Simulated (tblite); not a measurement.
Species: C4H5N3O2.
Bonds: C1–O2, O2–C3, C3–N4 (aromatic), N4–C5 (aromatic), C5–N6 (aromatic), N6–N7 (aromatic), N7–C8, C8–O9 (double), C3–N7 (aromatic). Hydrogens: H10, H11, H12 on C1; H13 on C5; H14 on C8.

Computed with GFN2-xTB (tblite), gas phase: Langevin dynamics at 300 K from the optimised GFN2-xTB geometry, time step 0.5 fs, friction 0.01 fs⁻¹, 2000 steps. The instantaneous temperature is 2·E(kin)/(3Nk) with all 3N coordinates.

```
t (fs)  T (K)  E(pot) above start (eV)  C1–O2 (Å)  O2–C3 (Å)  C3–N4 (Å)  N4–C5 (Å)  C5–N6 (Å)  C1–H10 (Å)  C1–O2–C3–N4 (°)
     0    232                    0.000      1.422      1.308      1.304      1.361      1.296       1.092                0
    25    170                    0.277      1.441      1.328      1.317      1.352      1.312       1.090               -4
    50    258                    0.353      1.399      1.307      1.313      1.332      1.299       1.113                1
    75    337                    0.360      1.415      1.305      1.321      1.374      1.285       1.121               -6
   100    183                    0.699      1.448      1.362      1.291      1.388      1.286       1.069               16
   125    298                    0.380      1.389      1.287      1.290      1.391      1.289       1.081               -4
   150    278                    0.479      1.418      1.275      1.310      1.382      1.303       1.107               12
   175    228                    0.550      1.505      1.290      1.293      1.408      1.305       1.132              -12
   200    395                    0.523      1.462      1.283      1.288      1.363      1.304       1.150               -1
   225    355                    0.595      1.421      1.305      1.309      1.317      1.273       1.078               -3
   250    353                    0.632      1.405      1.349      1.320      1.377      1.252       1.050                2
   275    317                    0.694      1.418      1.338      1.319      1.377      1.292       1.089              -11
   300    329                    0.477      1.408      1.310      1.347      1.319      1.328       1.102              -28
   325    234                    0.268      1.454      1.287      1.307      1.348      1.328       1.062               -7
   350    286                    0.370      1.483      1.326      1.323      1.378      1.324       1.062                9
   375    271                    0.401      1.433      1.342      1.283      1.394      1.300       1.139               13
   400    262                    0.443      1.353      1.314      1.286      1.382      1.277       1.094                6
   425    355                    0.348      1.423      1.292      1.340      1.374      1.294       1.094               -3
   450    358                    0.538      1.520      1.280      1.330      1.365      1.291       1.095               -4
   475    557                    0.441      1.528      1.301      1.303      1.360      1.314       1.094               12
   500    380                    0.630      1.321      1.363      1.287      1.394      1.310       1.097               -4
   525    398                    0.460      1.389      1.340      1.307      1.357      1.303       1.105                0
   550    276                    0.499      1.478      1.320      1.348      1.370      1.282       1.090              -15
   575    322                    0.625      1.489      1.348      1.366      1.379      1.286       1.060               12
   600    355                    0.647      1.389      1.278      1.295      1.388      1.335       1.083               -5
   625    331                    0.558      1.389      1.328      1.305      1.391      1.326       1.121                0
   650    314                    0.485      1.441      1.295      1.281      1.379      1.318       1.094              -11
   675    244                    0.446      1.484      1.305      1.305      1.390      1.298       1.036                6
   700    279                    0.549      1.408      1.302      1.298      1.433      1.284       1.093               -3
   725    270                    0.457      1.431      1.321      1.277      1.415      1.290       1.150              -11
   750    307                    0.294      1.414      1.293      1.281      1.389      1.303       1.131                6
   775    201                    0.452      1.460      1.320      1.296      1.364      1.294       1.047               10
   800    353                    0.332      1.466      1.302      1.305      1.366      1.298       1.078                2
   825    206                    0.479      1.360      1.308      1.301      1.371      1.317       1.147               14
   850    242                    0.309      1.389      1.314      1.294      1.352      1.313       1.092               11
   875    273                    0.355      1.431      1.278      1.315      1.352      1.298       1.049                5
   900    244                    0.579      1.488      1.342      1.314      1.390      1.273       1.106                4
   925    246                    0.553      1.422      1.294      1.274      1.370      1.284       1.144               11
   950    243                    0.487      1.407      1.329      1.315      1.359      1.277       1.106                1
   975    314                    0.406      1.426      1.303      1.316      1.344      1.311       1.057               -4
  1000    264                    0.486      1.461      1.301      1.310      1.333      1.337       1.121               -9
```

Task: From 500 fs on, how do temperature and potential energy compare with equipartition?

Result: The mean temperature of these 21 frames is 289 K against the target 300 K, and the mean potential energy 0.48 eV against 36 × kT/2 = 0.47 eV for 36 classical harmonic modes. For 14 atoms in a canonical ensemble the temperature itself scatters by T·√(2/(3N)) = 65 K; here its standard deviation is 53 K. The whole run lasts only 10 friction times of 100 fs, so these averages carry a wide statistical error.

Task: What are the kinetic and total energies of the listed frame with the highest potential energy?

Result: The one at 100 fs, 0.699 eV above the start. Its kinetic energy is 3NkT/2 = 0.331 eV at 183 K, so the sum is 1.03 eV; over the listed frames the sum runs from 0.42 to 1.45 eV, since the thermostat adds and removes energy.

Task: How much do the listed bonds fluctuate from 500 fs on?

Result: 
| bond | at the start (Å) | mean (Å) | standard deviation (Å) |
| --- | --- | --- | --- |
| C1–O2 | 1.422 | 1.426 | 0.044 |
| O2–C3 | 1.308 | 1.313 | 0.022 |
| C3–N4 | 1.304 | 1.304 | 0.021 |
| N4–C5 | 1.361 | 1.376 | 0.023 |
| C5–N6 | 1.296 | 1.302 | 0.018 |
| C1–H10 | 1.092 | 1.096 | 0.032 |

The motion is classical and holds no zero-point motion.

The cost below is that of the whole dynamics run. On an Arm Neoverse V1 with one thread, shared host with 32 logical CPUs at a one-minute load of 8.3, this took 11 s wall and 0.18 GiB of memory at its peak.
